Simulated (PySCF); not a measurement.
Species: C₂H₆ClNSi₂.
Geometry (PBE0-D3(BJ)/def2-SVP, Å), atoms numbered from 1 in this order:
```xyz
12
C2H6ClNSi2 angstrom
N     -0.067    2.392   -1.067
C      0.200    1.297   -0.796
C      0.614   -0.047   -0.452
Si     2.378   -0.063    0.298
Si     3.838    1.190   -1.041
Cl     5.754    0.752   -0.363
H      0.608   -0.675   -1.359
H     -0.097   -0.492    0.262
H      2.328    0.516    1.673
H      2.829   -1.484    0.371
H      3.601    2.654   -0.911
H      3.737    0.788   -2.474
```

Level of theory: PySCF, PBE0-D3(BJ)/def2-SVP geometry optimisation, gas phase.

Masses are those of the commonest isotopes; rigid-rotor values at the optimised geometry. The values belong to one conformer with, in the numbering `[N:1]#[C:2][CH2:3][SiH2:4][SiH2:5][Cl:6]`, C2–C3–Si4–Si5 -49°, C3–Si4–Si5–Cl6 -168°.

Give the principal moments of inertia and the rotational constants in cm⁻¹.

Ia = 125.46, Ib = 624.59, Ic = 718.25 u·Å²; 505379 MHz·u·Å²/I gives 4028, 809.1 and 703.6 MHz, that is A = 0.13436, B = 0.02699, C = 0.02347 cm⁻¹.

What kind of rotor is it?

A near-prolate asymmetric top; Ray's κ = -0.937.

Is it planar, by Δ = Ic − Ia − Ib?

Not planar: Δ = Ic − Ia − Ib = -31.80 u·Å². For a rigid frame Δ = −2 Σ m c², so Σ m c² = 15.90 u·Å² lies off the ab plane: 8.70 from hydrogen and 7.20 from heavier atoms. The atom farthest from that plane is 1.68 Å away.

List the rotational levels J(Ka,Kc) to J = 4 (MHz).

Above 0(0,0):
J = 1: 1(0,1) 1513, 1(1,1) 4732, 1(1,0) 4837
J = 2: 2(0,2) 4536, 2(1,2) 7652, 2(1,1) 7968, 2(2,1) 17625, 2(2,0) 17628
J = 3: 3(0,3) 9064, 3(1,3) 12030, 3(1,2) 12663, 3(2,2) 22163, 3(2,1) 22176, 3(3,1) 38524, 3(3,0) 38524
J = 4: 4(0,4) 15089, 4(1,4) 17865, 4(1,3) 18920, 4(2,3) 28212, 4(2,2) 28251, 4(3,2) 44580, 4(3,1) 44580, 4(4,1) 67477, 4(4,0) 67477

Which types of transition are allowed, and where do some lines up to J = 2 fall?

The dipole components are |μa| = 0.11 D, |μb| = 2.92 D, |μc| = 1.30 D. Intensities carry the squares of the components, which stand as 0.00 : 1.00 : 0.20 (a : b : c). Some lines, for components of 0.1 D or more:

```json
{"type": "a", "branch": "Q", "J(Ka,Kc)": "2(1,1) ← 2(1,2)", "MHz": "317", "lower level (cm⁻¹)": "0.255"}
{"type": "a", "branch": "R", "J(Ka,Kc)": "1(0,1) ← 0(0,0)", "MHz": "1513", "lower level (cm⁻¹)": "0.000"}
{"type": "a", "branch": "R", "J(Ka,Kc)": "2(1,2) ← 1(1,1)", "MHz": "2920", "lower level (cm⁻¹)": "0.158"}
{"type": "a", "branch": "R", "J(Ka,Kc)": "2(0,2) ← 1(0,1)", "MHz": "3023", "lower level (cm⁻¹)": "0.050"}
{"type": "c", "branch": "Q", "J(Ka,Kc)": "2(1,2) ← 2(0,2)", "MHz": "3116", "lower level (cm⁻¹)": "0.151"}
{"type": "a", "branch": "R", "J(Ka,Kc)": "2(1,1) ← 1(1,0)", "MHz": "3131", "lower level (cm⁻¹)": "0.161"}
{"type": "c", "branch": "Q", "J(Ka,Kc)": "1(1,1) ← 1(0,1)", "MHz": "3219", "lower level (cm⁻¹)": "0.050"}
{"type": "b", "branch": "Q", "J(Ka,Kc)": "1(1,0) ← 1(0,1)", "MHz": "3324", "lower level (cm⁻¹)": "0.050"}
{"type": "b", "branch": "Q", "J(Ka,Kc)": "2(1,1) ← 2(0,2)", "MHz": "3433", "lower level (cm⁻¹)": "0.151"}
{"type": "b", "branch": "R", "J(Ka,Kc)": "1(1,1) ← 0(0,0)", "MHz": "4732", "lower level (cm⁻¹)": "0.000"}
{"type": "c", "branch": "R", "J(Ka,Kc)": "1(1,0) ← 0(0,0)", "MHz": "4837", "lower level (cm⁻¹)": "0.000"}
{"type": "b", "branch": "R", "J(Ka,Kc)": "2(1,2) ← 1(0,1)", "MHz": "6139", "lower level (cm⁻¹)": "0.050"}
{"type": "c", "branch": "R", "J(Ka,Kc)": "2(1,1) ← 1(0,1)", "MHz": "6456", "lower level (cm⁻¹)": "0.050"}
{"type": "c", "branch": "Q", "J(Ka,Kc)": "2(2,1) ← 2(1,1)", "MHz": "9657", "lower level (cm⁻¹)": "0.266"}
{"type": "b", "branch": "Q", "J(Ka,Kc)": "2(2,0) ← 2(1,1)", "MHz": "9659", "lower level (cm⁻¹)": "0.266"}
{"type": "b", "branch": "Q", "J(Ka,Kc)": "2(2,1) ← 2(1,2)", "MHz": "9973", "lower level (cm⁻¹)": "0.255"}
{"type": "b", "branch": "R", "J(Ka,Kc)": "2(2,1) ← 1(1,0)", "MHz": "12788", "lower level (cm⁻¹)": "0.161"}
{"type": "c", "branch": "R", "J(Ka,Kc)": "2(2,0) ← 1(1,0)", "MHz": "12790", "lower level (cm⁻¹)": "0.161"}
{"type": "c", "branch": "R", "J(Ka,Kc)": "2(2,1) ← 1(1,1)", "MHz": "12893", "lower level (cm⁻¹)": "0.158"}
{"type": "b", "branch": "R", "J(Ka,Kc)": "2(2,0) ← 1(1,1)", "MHz": "12896", "lower level (cm⁻¹)": "0.158"}
```

Estimate the classical rotational partition function at 10 K, 100 K and 500 K.

Point group C1, symmetry number σ = 1; q = (√π/σ)·√((kT/h)³/(ABC)), k/h = 20836.6 MHz/K: 3520 at 10 K, 111000 at 100 K, 1240000 at 500 K.

Not checked by PBE0-D3(BJ)/def2-SVP frequencies. These are rigid-rotor constants of the computed structure; measured ground-state constants (B0) also hold zero-point vibration. Quadrupole hyperfine structure (14N, 35Cl) is left out.
